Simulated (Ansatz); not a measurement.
The cluster TiSi5. The state is a singlet with charge 0. Geometry r2SCAN-D4/def2-SVP.

Cartesian coordinates in Å:
```
Ti 0.039 0.218 -1.855
Si -0.854 -0.954 0.202
Si 0.705 -0.677 2.014
Si -1.785 1.115 -0.526
Si 1.518 -0.847 -0.311
Si 0.377 1.146 0.477
```

The restricted singlet is unstable towards broken spin symmetry in Hartree–Fock (as tested in another run); at HF/STO-3G this wasn't settled. The structure comes from a short search, and lower isomers may exist.

Question: Estimate the orbital energies around the gap (eV) in Ansatz with HF/STO-3G, PBE-D4/def2-SVP, PBE-D4/def2-TZVP, r2SCAN-D4/def2-TZVPD, PBE0-D4/def2-TZVPD.

Answer: 
```json
{"orbital": "HOMO−5", "HF/STO-3G": "-4.93", "PBE-D4/def2-SVP": "-6.25", "PBE-D4/def2-TZVP": "-6.20", "r2SCAN-D4/def2-TZVPD": "-6.38", "PBE0-D4/def2-TZVPD": "-6.97"}
{"orbital": "HOMO−4", "HF/STO-3G": "-4.60", "PBE-D4/def2-SVP": "-5.92", "PBE-D4/def2-TZVP": "-5.87", "r2SCAN-D4/def2-TZVPD": "-6.04", "PBE0-D4/def2-TZVPD": "-6.73"}
{"orbital": "HOMO−3", "HF/STO-3G": "-4.01", "PBE-D4/def2-SVP": "-5.61", "PBE-D4/def2-TZVP": "-5.57", "r2SCAN-D4/def2-TZVPD": "-5.74", "PBE0-D4/def2-TZVPD": "-6.39"}
{"orbital": "HOMO−2", "HF/STO-3G": "-3.71", "PBE-D4/def2-SVP": "-5.55", "PBE-D4/def2-TZVP": "-5.49", "r2SCAN-D4/def2-TZVPD": "-5.65", "PBE0-D4/def2-TZVPD": "-6.28"}
{"orbital": "HOMO−1", "HF/STO-3G": "-3.63", "PBE-D4/def2-SVP": "-5.52", "PBE-D4/def2-TZVP": "-5.44", "r2SCAN-D4/def2-TZVPD": "-5.63", "PBE0-D4/def2-TZVPD": "-6.26"}
{"orbital": "HOMO", "HF/STO-3G": "-3.21", "PBE-D4/def2-SVP": "-4.62", "PBE-D4/def2-TZVP": "-4.59", "r2SCAN-D4/def2-TZVPD": "-4.77", "PBE0-D4/def2-TZVPD": "-5.60"}
{"orbital": "LUMO", "HF/STO-3G": "3.85", "PBE-D4/def2-SVP": "-3.68", "PBE-D4/def2-TZVP": "-3.67", "r2SCAN-D4/def2-TZVPD": "-3.57", "PBE0-D4/def2-TZVPD": "-2.81"}
{"orbital": "LUMO+1", "HF/STO-3G": "5.99", "PBE-D4/def2-SVP": "-3.65", "PBE-D4/def2-TZVP": "-3.65", "r2SCAN-D4/def2-TZVPD": "-3.55", "PBE0-D4/def2-TZVPD": "-2.74"}
{"orbital": "LUMO+2", "HF/STO-3G": "6.18", "PBE-D4/def2-SVP": "-3.19", "PBE-D4/def2-TZVP": "-3.24", "r2SCAN-D4/def2-TZVPD": "-3.19", "PBE0-D4/def2-TZVPD": "-2.50"}
{"orbital": "LUMO+3", "HF/STO-3G": "6.31", "PBE-D4/def2-SVP": "-3.13", "PBE-D4/def2-TZVP": "-3.14", "r2SCAN-D4/def2-TZVPD": "-2.99", "PBE0-D4/def2-TZVPD": "-2.38"}
{"orbital": "LUMO+4", "HF/STO-3G": "6.45", "PBE-D4/def2-SVP": "-2.67", "PBE-D4/def2-TZVP": "-2.74", "r2SCAN-D4/def2-TZVPD": "-2.65", "PBE0-D4/def2-TZVPD": "-2.17"}
{"orbital": "LUMO+5", "HF/STO-3G": "6.87", "PBE-D4/def2-SVP": "-2.54", "PBE-D4/def2-TZVP": "-2.54", "r2SCAN-D4/def2-TZVPD": "-2.42", "PBE0-D4/def2-TZVPD": "-1.73"}
```
